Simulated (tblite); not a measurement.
Species: C₅H₉BO₂S.
Atom-mapped SMILES: `[CH3:1][CH2:2][CH2:3][O:4][B:5]([OH:6])[CH:7]=[C:8]=[S:9]` (hydrogens: H10, H11, H12 on C1; H13, H14 on C2; H15, H16 on C3; H17 on O6; H18 on C7)

Computed with GFN2-xTB (tblite), gas phase: L-BFGS steps from a force-field or distance-geometry start until the largest atomic force falls under 0.01 eV/Å.

The end geometry, which sets the zero of energy:
```
atom  x, y, z in Å
C1     -1.3036   -0.9671    0.9843
C2     -1.8350   -0.1340   -0.1751
C3     -0.7123    0.3845   -1.0772
O4      0.0691    1.3502   -0.4171
B5      1.2927    1.1871    0.1280
O6      1.8393    2.2474    0.7720
C7      2.1905   -0.1018    0.0842
C8      1.9593   -1.2537   -0.4580
S9      1.7087   -2.6572   -1.0948
H10    -0.6027   -0.3858    1.5792
H11    -0.7882   -1.8497    0.6140
H12    -2.1211   -1.2874    1.6250
H13    -2.5103   -0.7357   -0.7855
H14    -2.3924    0.7216    0.2110
H15    -1.1402    0.8763   -1.9585
H16    -0.0820   -0.4476   -1.4077
H17     1.2811    3.0252    0.7783
H18     3.1385    0.0340    0.5863
```

Question: These geometries come from the run, each turned onto the end geometry. Order them by energy, lowest first.
A.
```
atom  x, y, z in Å
C1     -1.6804   -1.3500    0.7073
C2     -1.9066   -0.0433   -0.0338
C3     -0.6987    0.4540   -0.8297
O4      0.1367    1.3233   -0.1019
B5      1.4816    1.2895    0.0364
O6      2.0578    2.4529    0.4248
C7      2.4806    0.0799   -0.1848
C8      2.2587   -1.1836   -0.0150
S9      2.0075   -2.6892    0.3077
H10    -0.9559   -1.2630    1.5104
H11    -1.3123   -2.1070    0.0238
H12    -2.6323   -1.6911    1.1055
H13    -2.7312   -0.2091   -0.7309
H14    -2.2123    0.7344    0.6647
H15    -1.0772    1.0477   -1.6707
H16    -0.1212   -0.3924   -1.2180
H17     1.4308    3.1752    0.5134
H18     3.4658    0.3781   -0.5209
```
B.
```
atom  x, y, z in Å
C1     -1.5612   -1.2956    0.7586
C2     -1.8557   -0.0558   -0.0812
C3     -0.6620    0.3833   -0.9404
O4      0.1178    1.3568   -0.2862
B5      1.4220    1.3216    0.0453
O6      1.9635    2.4261    0.6091
C7      2.4040    0.1054   -0.1641
C8      2.0800   -1.1448   -0.1003
S9      1.6683   -2.6457    0.0266
H10    -0.7176   -1.1402    1.4274
H11    -1.3171   -2.1307    0.1056
H12    -2.4251   -1.5745    1.3598
H13    -2.6947   -0.2720   -0.7468
H14    -2.1362    0.7853    0.5555
H15    -1.0302    0.8485   -1.8638
H16    -0.0516   -0.4894   -1.1906
H17     1.3460    3.1449    0.7507
H18     3.4412    0.3831   -0.2768
```
C.
```
atom  x, y, z in Å
C1     -1.3972   -1.0864    0.9074
C2     -1.8650   -0.1024   -0.1578
C3     -0.7002    0.3724   -1.0308
O4      0.0610    1.3493   -0.3633
B5      1.3137    1.2346    0.1251
O6      1.8579    2.3162    0.7370
C7      2.2605   -0.0173    0.0362
C8      2.0221   -1.2236   -0.3659
S9      1.7881   -2.6997   -0.8180
H10    -0.4887   -0.7164    1.3788
H11    -1.1782   -2.0503    0.4513
H12    -2.1575   -1.2193    1.6748
H13    -2.6164   -0.5712   -0.7933
H14    -2.3179    0.7722    0.3118
H15    -1.0838    0.8418   -1.9439
H16    -0.0604   -0.4726   -1.3054
H17     1.2843    3.0833    0.7759
H18     3.2690    0.1958    0.3685
```
D.
```
atom  x, y, z in Å
C1     -1.8179   -1.4006    0.6644
C2     -2.0160   -0.0733   -0.0807
C3     -0.6967    0.4795   -0.6159
O4      0.1834    0.8272    0.4526
B5      1.4533    1.2408   -0.0323
O6      1.7147    2.6028   -0.3380
C7      2.6093    0.1765   -0.2111
C8      2.4178   -1.1146    0.0938
S9      2.1669   -2.5880    0.4359
H10    -1.1688   -1.2550    1.5401
H11    -1.3717   -2.1502   -0.0072
H12    -2.7930   -1.7708    1.0085
H13    -2.7038   -0.2357   -0.9241
H14    -2.4684    0.6638    0.5943
H15    -0.9101    1.3847   -1.2130
H16    -0.2264   -0.2921   -1.2583
H17     2.0355    3.0240    0.4572
H18     3.5834    0.4873   -0.5777
```
E.
```
atom  x, y, z in Å
C1     -1.7925   -1.4014    0.6828
C2     -2.0023   -0.0872   -0.0452
C3     -0.7447    0.4531   -0.7495
O4      0.1627    1.1011    0.1197
B5      1.5021    1.2797    0.0063
O6      2.1569    2.4327    0.1639
C7      2.5828    0.1201   -0.2251
C8      2.3984   -1.1363    0.0530
S9      2.0955   -2.6356    0.4083
H10    -1.0951   -1.2520    1.4897
H11    -1.3730   -2.1450    0.0252
H12    -2.7295   -1.8022    1.0636
H13    -2.7603   -0.2330   -0.8230
H14    -2.3876    0.6668    0.6504
H15    -1.0558    1.2385   -1.4711
H16    -0.2567   -0.3529   -1.3139
H17     1.7315    3.2390    0.4334
H18     3.5592    0.5207   -0.4800
```

Answer: C (0.026 eV), B (0.093 eV), A (0.191 eV), E (0.441 eV), D (1.191 eV).

In the order of the answer:

```
step  E above end (eV)  largest force (eV/Å)  rms force component (eV/Å)  rms distance from end (Å)  rms bond change (Å)  bond most changed (Å)
  92             0.026                  0.09                       0.031                      0.199                0.001          C7–H18 +0.002
  63             0.093                  0.11                       0.039                      0.523                0.002           B5–C7 +0.006
  35             0.191                  0.29                       0.082                      0.664                0.004           B5–C7 +0.013
  22             0.441                  1.00                       0.238                      0.759                0.011           B5–C7 +0.031
   1             1.191                  3.10                       0.600                      0.866                0.028           O4–B5 +0.072
```

What follows is the cost of the whole relaxation. Hardware: an Arm Neoverse V2 with one thread, shared host with 32 logical CPUs at a one-minute load of 25. Cost: 1.0 s wall.
